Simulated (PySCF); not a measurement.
A structure optimised at B3LYP-D3(BJ)/def2-TZVP, used in a PySCF frequency run:

```
Si
H 1 1.4824
H 1 1.4824 2 108.62
H 1 1.4824 2 108.62 3 -117.98
Zn 1 2.3418 2 110.31 3 121.01
F 5 1.7721 4 154.05 1 180.00
```

Question: Write its SMILES, formula and point group.

Answer: [F][Zn][SiH3], FH3SiZn, C3v

Question: What are its rotational constants (standard atomic weights)?

Answer: 86.469, 2.2272, 2.2272 GHz
